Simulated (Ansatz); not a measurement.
`[OH][GeH]([F])[SH]` → `[OH][Ge][F]` + H₂S at 700 K and 1 bar (germylene formation by 1,1-elimination).

Computed with Ansatz on PBE0-D4/def2-TZVP structures; ΔE is electronic, products minus reactants. CBS: MP2 limit from def2 TZ/QZ plus the TZ coupled-cluster correction, frozen cores. This one scheme is used for every species. For Ge outer-core shells are correlated without core-valence functions, which leaves a few kJ/mol of doubt a bond. Scalar relativity is left out up to krypton. Each species was taken in one conformer, which may not be the lowest.

```tsv
species	CCSD(T)/CBS energy (Eh)	H − E (kJ/mol)	S (J/(mol·K))
`[OH][GeH]([F])[SH]`	-2650.74902	154.0	431.8
`[OH][Ge][F]`	-2251.74560	79.1	334.9
H₂S	-398.97279	64.8	236.9
```

H − E and S are ideal-gas, rigid-rotor, harmonic terms from PBE0-D4/def2-TZVP, for one conformer and one mirror image of each species. 1 Eh = 2625.50 kJ/mol, R = 8.31446 J/(mol·K).

Problem. By hand: ΔE, ΔH, ΔS and ΔG.

Solution. ΔE = (-2251.74560) + (-398.97279) − (-2650.74902) = 0.03063 Eh = 80.4 kJ/mol. Δ(H − E) = 79.1 + 64.8 − 154.0 = -10.1, so ΔH = 70.3 kJ/mol. ΔS = 334.9 + 236.9 − 431.8 = 140.0 J/(mol·K). ΔG = 70.3 − 700 × (140.0)/1000 = -27.7 kJ/mol.

Problem. By hand: the equilibrium constant, and the temperature at which ΔG would vanish if ΔH and ΔS stayed fixed.

Solution. log₁₀ K = −ΔG/(RT ln 10) = 2.1. ΔG = 0 at ΔH/ΔS = 502 K.

The number of gas molecules changes by +1, which sets the sign of ΔS. A doubt of 5 kJ/mol in ΔE shifts log₁₀ K by 0.4 here. Other conformers and mirror images would add mixing entropy, several J/(mol·K) or more a flexible species. These are equilibria of isolated gas molecules and say nothing of rates. Largest T1 diagnostic: 0.015 (customary marks: 0.02 for closed shells, 0.045 for open ones).
